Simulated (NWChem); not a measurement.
System: MgHSeCl; SMILES [SeH][Mg][Cl]

NWChem input:

```
start job
memory heap 200 mb stack 900 mb global 1100 mb
geometry units angstroms noautoz
  Mg    -0.031160    -0.611373    -0.000127
  Cl    -0.140321    -2.810632    -0.000287
  Se     0.123077     1.803960     0.000475
  H     -1.348143     1.891703    -0.012948
end
basis spherical
  * library def2-svp
end
dft
  xc b3lyp
  iterations 150
  mulliken
end
task dft energy
```

Output (shortened):

```
             Northwest Computational Chemistry Package (NWChem) 7.3.0
             --------------------------------------------------------

 CS  symmetry detected

                             Geometry "geometry" -> ""
                             -------------------------

 Output coordinates in angstroms (scale by  1.889725989 to convert to a.u.)

  No.       Tag          Charge          X              Y              Z
 ---- ---------------- ---------- -------------- -------------- --------------
    1 Mg                  12.0000     0.00696557    -0.73875446     0.00000000
    2 Cl                  17.0000     0.01501646    -2.94070621     0.00000000
    3 Se                  34.0000     0.03242855     1.68136424     0.00000000
    4 H                    1.0000    -1.44143733     1.69067491     0.00000000

 Effective nuclear repulsion energy (a.u.)     220.7121660872

      Symmetry information
      --------------------

 Group name             Cs
 Group number              2
 Group order               2
 No. of unique centers     4

                                 NWChem DFT Module
                                 -----------------

 Summary of "ao basis" -> "ao basis" (spherical)
 ------------------------------------------------------------------------------
       Tag                 Description            Shells   Functions and Types
 ---------------- ------------------------------  ------  ---------------------
 Mg                         def2-svp                 8       18   4s3p1d
 Cl                         def2-svp                 8       18   4s3p1d
 Se                         def2-svp                12       32   5s4p3d
 H                          def2-svp                 3        5   2s1p

      Symmetry analysis of basis
      --------------------------

        a'         52
        a"         21

            General Information
            -------------------
          SCF calculation type: DFT
          Wavefunction type:  closed shell.
          No. of atoms     :     4
          No. of electrons :    64
           Alpha electrons :    32
            Beta electrons :    32
          Charge           :     0
          Spin multiplicity:     1
          Use of symmetry is: on ; symmetry adaption is: on
          Maximum number of iterations: 150
          AO basis - number of functions:    73
                     number of shells:    31
          Convergence on energy requested:  1.00D-06
          Convergence on density requested:  1.00D-05
          Convergence on gradient requested:  5.00D-04

              XC Information
              --------------
                         B3LYP Method XC Potential
                     Hartree-Fock (Exact) Exchange  0.200
                        Slater Exchange Functional  0.800 local
                    Becke 1988 Exchange Functional  0.720 non-local
              Lee-Yang-Parr Correlation Functional  0.810
                  VWN I RPA Correlation Functional  0.190 local

             Grid Information
             ----------------
          Grid used for XC integration:  medium
          Radial quadrature: Mura-Knowles
          Angular quadrature: Lebedev.
          Tag              B.-S. Rad. Rad. Pts. Rad. Cut. Ang. Pts.
          ---              ---------- --------- --------- ---------
          Mg                  1.50       88           9.0       590
          Cl                  1.00       88          12.0       590
          Se                  1.15      112          11.0       590
          H                   0.35       45          11.0       434
          Grid pruning is: on
          Number of quadrature shells:   333
          Spatial weights used:  Erf1

      Superposition of Atomic Density Guess
      -------------------------------------

 Sum of atomic energies:       -3058.86939416

      Non-variational initial energy
      ------------------------------

 Total energy =   -3059.204334
 1-e energy   =   -4697.953192
 2-e energy   =    1418.036692
 HOMO         =      -0.299823
 LUMO         =      -0.060700

      Symmetry analysis of molecular orbitals - initial
      -------------------------------------------------

  Numbering of irreducible representations:

     1 a'          2 a"

  Orbital symmetries:

     1 a'          2 a'          3 a'          4 a'          5 a'
     6 a"          7 a'          8 a'          9 a'         10 a'
    11 a'         12 a"         13 a'         14 a'         15 a"
    16 a'         17 a'         18 a'         19 a"         20 a"
    21 a'         22 a'         23 a'         24 a"         25 a'
    26 a'         27 a'         28 a'         29 a"         30 a'
    31 a'         32 a"         33 a'         34 a'         35 a"
    36 a'         37 a'         38 a'         39 a"         40 a'
    41 a'         42 a"

     ---------------------------------------------
      Total Density - Mulliken Population Analysis
     ---------------------------------------------

    Atom       Charge   Shell Charges
 -----------   ------   -------------------------------------------------------
    1 Mg  12    11.01   2.00  1.99  0.55  0.07  5.98  0.17  0.11  0.14
    2 Cl  17    17.61   2.00  1.99  1.23  0.71  5.94  2.22  3.51  0.00
    3 Se  34    34.57   2.00  2.00  2.00  1.34  0.51  6.00  5.98  1.99  2.73  8.20  1.75  0.07
    4 H    1     0.80   0.57  0.22  0.02

   convergence    iter        energy       DeltaE   RMS-Dens  Diis-err
 ---------------- ----- ----------------- --------- --------- ---------
 d= 0,ls=0.0,diis     1  -3062.0684205388 -3.28D+03  1.63D-02  3.86D-01
 d= 0,ls=0.0,diis     2  -3062.0762628430 -7.84D-03  9.62D-03  2.92D-01
 d= 0,ls=0.0,diis     3  -3062.1158629311 -3.96D-02  2.18D-03  1.64D-02
 d= 0,ls=0.0,diis     4  -3062.1183904677 -2.53D-03  4.26D-04  4.69D-04
 d= 0,ls=0.0,diis     5  -3062.1184720192 -8.16D-05  8.52D-05  4.86D-05
  Resetting Diis
 d= 0,ls=0.0,diis     6  -3062.1184776622 -5.64D-06  1.89D-05  1.41D-06
 d= 0,ls=0.0,diis     7  -3062.1184778036 -1.41D-07  1.15D-05  1.25D-07
 d= 0,ls=0.0,diis     8  -3062.1184777935  1.01D-08  6.17D-06  2.08D-07

         Total DFT energy =    -3062.118477793485
      One electron energy =    -4699.835712247011
           Coulomb energy =     1549.402985294536
    Exchange-Corr. energy =     -132.397916928197
 Nuclear repulsion energy =      220.712166087186

 Numeric. integr. density =       64.000003188335

                  Occupations of the irreducible representations
                  ----------------------------------------------

                     irrep           alpha         beta
                     --------     --------     --------
                     a'               24.0         24.0
                     a"                8.0          8.0

                       DFT Final Molecular Orbital Analysis
                       ------------------------------------

 Vector   30  Occ=2.000000D+00  E=-3.069641D-01  Symmetry=a"
              MO Center=  1.4D-02, -2.8D+00, -2.3D-15, r^2= 1.4D+00
   Bfn.  Coefficient  Atom+Function         Bfn.  Coefficient  Atom+Function
  ----- ------------  ---------------      ----- ------------  ---------------
    31      0.603671  2 Cl pz                28      0.460160  2 Cl pz
    25      0.268215  2 Cl pz                13      0.092174  1 Mg pz
    15     -0.082245  1 Mg d -1              10      0.064356  1 Mg pz
     7      0.044494  1 Mg pz                53      0.036684  3 Se pz

 Vector   31  Occ=2.000000D+00  E=-2.939518D-01  Symmetry=a'
              MO Center= -4.5D-03,  1.1D+00, -1.5D-15, r^2= 3.4D+00
   Bfn.  Coefficient  Atom+Function         Bfn.  Coefficient  Atom+Function
  ----- ------------  ---------------      ----- ------------  ---------------
    52      0.447896  3 Se py                49      0.432170  3 Se py
    46     -0.279147  3 Se py                 3     -0.272726  1 Mg s
    30      0.191129  2 Cl py                40      0.165634  3 Se s
     9     -0.154200  1 Mg py                41      0.146177  3 Se s
     2     -0.138042  1 Mg s                 27      0.136253  2 Cl py

 Vector   32  Occ=2.000000D+00  E=-2.478448D-01  Symmetry=a"
              MO Center=  5.6D-03,  1.5D+00,  1.3D-13, r^2= 2.1D+00
   Bfn.  Coefficient  Atom+Function         Bfn.  Coefficient  Atom+Function
  ----- ------------  ---------------      ----- ------------  ---------------
    53      0.565382  3 Se pz                50      0.486988  3 Se pz
    47     -0.311538  3 Se pz                44      0.101177  3 Se pz
    13      0.096214  1 Mg pz                15      0.077747  1 Mg d -1
    10      0.064953  1 Mg pz                 7      0.044260  1 Mg pz
    31     -0.037472  2 Cl pz                28     -0.035888  2 Cl pz

 Vector   33  Occ=0.000000D+00  E=-6.727751D-02  Symmetry=a'
              MO Center= -6.7D-02, -4.9D-01,  5.9D-15, r^2= 6.1D+00
   Bfn.  Coefficient  Atom+Function         Bfn.  Coefficient  Atom+Function
  ----- ------------  ---------------      ----- ------------  ---------------
     4      0.764547  1 Mg s                  3      0.518678  1 Mg s
    52      0.400532  3 Se py                41     -0.347560  3 Se s
    30     -0.271654  2 Cl py                 2      0.241449  1 Mg s
    22     -0.218556  2 Cl s                 49      0.205832  3 Se py
    40     -0.195360  3 Se s                 27     -0.142978  2 Cl py

[...]
```

Level: B3LYP/def2-SVP. Structure relaxed at the PBE0/def2-SVP level.
